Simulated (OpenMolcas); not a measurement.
**Lines of Xe²⁺: computed and rescaled rates**

| Property | Result |
| --- | --- |
| Program | OpenMolcas 26.06 |
| Method | RASSCF |
| Basis | ANO-RCC-VQZP [8s7p5d3f2g] |
| Scalar Hamiltonian | DKH2, point nucleus |
| Active space | 4 electrons in 9 orbitals (RAS2 5p; RAS3 5d 6s, at most 1 electron) |
| State averaging | 2S+1 = 3 even, 3 roots; 2S+1 = 1 even, 6 roots; 2S+1 = 5 odd, 6 roots; 2S+1 = 3 odd, 54 roots; 2S+1 = 1 odd, 48 roots |
| Spin-orbit coupling | state interaction with AMFI integrals over the reference wave functions, term energies averaged over their components |

Rates come from the transition moments of the reference wave functions (E1 and E2 in the length form). At fixed line strength A goes as λ^-3 for E1 and M1 and as λ^-5 for E2, so a rate at the computed wavelength can be rescaled to the measured one. Measured vacuum wavelengths follow from level energies in Saloman, J. Phys. Chem. Ref. Data 33, 765 (2004). Branching counts decays inside the model space alone, at computed energies, and the table is only a selection of the E1 lines, drawn from those between levels with measured partners whose computed energy lies within a factor of 1.5 of the measured one.

```json
{"Upper": "5s² 5p³ 5d ³S°₁ [71 %]", "Lower": "5s² 5p⁴ ³P₁", "Type": "E1", "λ computed (nm)": "64.28", "λ measured (nm)": "72.46", "A computed (s-1)": "1.07e+10", "A rescaled (s-1)": "7.47e+09", "Branching %": "45.6"}
{"Upper": "5s² 5p³ 5d ³S°₁ [71 %]", "Lower": "5s² 5p⁴ ³P₂", "Type": "E1", "λ computed (nm)": "60.88", "λ measured (nm)": "67.66", "A computed (s-1)": "7.76e+09", "A rescaled (s-1)": "5.65e+09", "Branching %": "33.2"}
{"Upper": "5s² 5p³ 6s ³P°₀ [70 %]", "Lower": "5s² 5p⁴ ³P₁", "Type": "E1", "λ computed (nm)": "65.88", "λ measured (nm)": "71.07", "A computed (s-1)": "7.57e+09", "A rescaled (s-1)": "6.03e+09", "Branching %": "100.0"}
{"Upper": "5s² 5p³ 5d ³S°₁ [71 %]", "Lower": "5s² 5p⁴ ³P₀", "Type": "E1", "λ computed (nm)": "64.18", "λ measured (nm)": "71.6", "A computed (s-1)": "4.88e+09", "A rescaled (s-1)": "3.51e+09", "Branching %": "20.9"}
{"Upper": "5s² 5p³ 6s ³S°₁", "Lower": "5s² 5p⁴ ³P₂", "Type": "E1", "λ computed (nm)": "76.88", "λ measured (nm)": "79.61", "A computed (s-1)": "2.99e+09", "A rescaled (s-1)": "2.69e+09", "Branching %": "79.1"}
{"Upper": "5s² 5p³ 6s ¹P°₁ [63 %]", "Lower": "5s² 5p⁴ ¹S₀", "Type": "E1", "λ computed (nm)": "78.38", "λ measured (nm)": "81.11", "A computed (s-1)": "1.78e+09", "A rescaled (s-1)": "1.61e+09", "Branching %": "21.7"}
{"Upper": "5s² 5p³ 6s ¹P°₁ [63 %]", "Lower": "5s² 5p⁴ ³P₀", "Type": "E1", "λ computed (nm)": "63.07", "λ measured (nm)": "66.11", "A computed (s-1)": "1.77e+09", "A rescaled (s-1)": "", "Branching %": "21.6"}
{"Upper": "5s² 5p³ 6s ¹P°₁ [63 %]", "Lower": "5s² 5p⁴ ³P₂", "Type": "E1", "λ computed (nm)": "59.88", "λ measured (nm)": "62.74", "A computed (s-1)": "1.68e+09", "A rescaled (s-1)": "", "Branching %": "20.4"}
{"Upper": "5s² 5p³ 6s ¹P°₁ [63 %]", "Lower": "5s² 5p⁴ ¹D₂", "Type": "E1", "λ computed (nm)": "67.48", "λ measured (nm)": "70.28", "A computed (s-1)": "1.55e+09", "A rescaled (s-1)": "1.37e+09", "Branching %": "18.9"}
{"Upper": "5s² 5p³ 6s ³P°₁", "Lower": "5s² 5p⁴ ³P₂", "Type": "E1", "λ computed (nm)": "62.42", "λ measured (nm)": "66.01", "A computed (s-1)": "1.48e+09", "A rescaled (s-1)": "1.25e+09", "Branching %": "85.9"}
{"Upper": "5s² 5p³ 6s ¹P°₁ [63 %]", "Lower": "5s² 5p⁴ ³P₁", "Type": "E1", "λ computed (nm)": "63.16", "λ measured (nm)": "66.85", "A computed (s-1)": "1.43e+09", "A rescaled (s-1)": "", "Branching %": "17.4"}
{"Upper": "5s² 5p³ 6s ³D°₃", "Lower": "5s² 5p⁴ ³P₂", "Type": "E1", "λ computed (nm)": "69.63", "λ measured (nm)": "72.12", "A computed (s-1)": "1.20e+09", "A rescaled (s-1)": "1.08e+09", "Branching %": "94.7"}
{"Upper": "5s² 5p³ 6s ³P°₂", "Lower": "5s² 5p⁴ ³P₁", "Type": "E1", "λ computed (nm)": "64.04", "λ measured (nm)": "67.05", "A computed (s-1)": "5.98e+08", "A rescaled (s-1)": "5.21e+08", "Branching %": "43.3"}
{"Upper": "5s² 5p³ 6s ³P°₂", "Lower": "5s² 5p⁴ ¹D₂", "Type": "E1", "λ computed (nm)": "68.5", "λ measured (nm)": "70.51", "A computed (s-1)": "5.14e+08", "A rescaled (s-1)": "", "Branching %": "37.3"}
{"Upper": "5s² 5p³ 6s ³P°₂", "Lower": "5s² 5p⁴ ³P₂", "Type": "E1", "λ computed (nm)": "60.68", "λ measured (nm)": "62.92", "A computed (s-1)": "2.68e+08", "A rescaled (s-1)": "2.40e+08", "Branching %": "19.4"}
{"Upper": "5s² 5p³ 5d ³F°₃(2)", "Lower": "5s² 5p⁴ ³P₂", "Type": "E1", "λ computed (nm)": "66.22", "λ measured (nm)": "68.8", "A computed (s-1)": "1.72e+08", "A rescaled (s-1)": "1.53e+08", "Branching %": "55.2"}
{"Upper": "5s² 5p³ 5d ³F°₃(2)", "Lower": "5s² 5p⁴ ¹D₂", "Type": "E1", "λ computed (nm)": "75.65", "λ measured (nm)": "77.98", "A computed (s-1)": "1.40e+08", "A rescaled (s-1)": "", "Branching %": "44.8"}
{"Upper": "5s² 5p³ 6s ⁵S°₂", "Lower": "5s² 5p⁴ ³P₂", "Type": "E1", "λ computed (nm)": "82.06", "λ measured (nm)": "82.32", "A computed (s-1)": "1.10e+08", "A rescaled (s-1)": "", "Branching %": "93.0"}
{"Upper": "5s² 5p³ 5d ³G°₃", "Lower": "5s² 5p⁴ ³P₂", "Type": "E1", "λ computed (nm)": "75.21", "λ measured (nm)": "77.91", "A computed (s-1)": "9.61e+07", "A rescaled (s-1)": "8.65e+07", "Branching %": "75.4"}
{"Upper": "5s² 5p³ 5d ¹F°₃(1) [74 %]", "Lower": "5s² 5p⁴ ³P₂", "Type": "E1", "λ computed (nm)": "60.2", "λ measured (nm)": "67.38", "A computed (s-1)": "6.94e+07", "A rescaled (s-1)": "", "Branching %": "83.9"}
{"Upper": "5s² 5p³ 5d ³F°₂(1) [69 %]", "Lower": "5s² 5p⁴ ³P₂", "Type": "E1", "λ computed (nm)": "79.47", "λ measured (nm)": "80.2", "A computed (s-1)": "5.45e+07", "A rescaled (s-1)": "5.30e+07", "Branching %": "98.4"}
{"Upper": "5s² 5p³ 5d ⁵D°₂", "Lower": "5s² 5p⁴ ³P₂", "Type": "E1", "λ computed (nm)": "91.68", "λ measured (nm)": "89.4", "A computed (s-1)": "4.32e+07", "A rescaled (s-1)": "", "Branching %": "98.8"}
{"Upper": "5s² 5p³ 5d ³F°₃(1)", "Lower": "5s² 5p⁴ ³P₂", "Type": "E1", "λ computed (nm)": "78.43", "λ measured (nm)": "79.29", "A computed (s-1)": "3.43e+07", "A rescaled (s-1)": "3.32e+07", "Branching %": "87.6"}
{"Upper": "5s² 5p³ 5d ³G°₃", "Lower": "5s² 5p⁴ ¹D₂", "Type": "E1", "λ computed (nm)": "87.61", "λ measured (nm)": "89.89", "A computed (s-1)": "3.14e+07", "A rescaled (s-1)": "", "Branching %": "24.6"}
{"Upper": "5s² 5p³ 5d ⁵D°₃", "Lower": "5s² 5p⁴ ³P₂", "Type": "E1", "λ computed (nm)": "91.5", "λ measured (nm)": "89.6", "A computed (s-1)": "1.98e+07", "A rescaled (s-1)": "", "Branching %": "99.5"}
```

Spin-changing lines and M1 lines between different terms are not rescaled, since their strength hangs on the term gaps too.

The largest correction is for 5s² 5p³ 5d ³S°₁ [71 %] → 5s² 5p⁴ ³P₁ (E1): 1.07e+10 × (64.28 / 72.46)^3 = 7.47e+09 s-1, a factor of 0.70.

The computed rate and branching of 5s² 5p³ 6s ³P°₀ [70 %] → 5s² 5p⁴ ³P₁ give the upper level a radiative lifetime of 1.000 / 7.57e+09 s-1 = 1.32e-10 s, counting decays inside the model space alone. The rescaled rate gives about 1.7e-10 s.

The computed order of these levels differs from the measured one in 5 places, and where term gaps are wrong the rates of spin-changing lines can be off by large factors.

No measured rate stands beside these. Rescaling mends the energy factor alone: line strengths can still be far off where a level mixes with configurations outside the active space, and weak or spin-changing lines hang on small mixing coefficients that depend on the term gaps too, so rescaling need not improve them.

Some levels mix across a computed gap that differs much from the measured one, so their mixing is not that of the real levels. ANO sets are built for valence states and can reach diffuse excited orbitals poorly, and with the s shell closed the s pⁿ⁺¹ terms that mix with these levels are absent. With the s shell closed, the reference lacks s² → p² mixing. Computed and measured levels are paired by configuration, term and J; levels that our copy of the source lacks, or whose pairing is in doubt (as where it misses far off the trend of its configuration), stay unpaired. Levels of configurations outside the active space are missing.

A share in square brackets marks a mixed level and gives the weight of the term that names it. A number in round brackets counts repeated terms of one configuration in the order of the reference energies. ° marks odd parity.
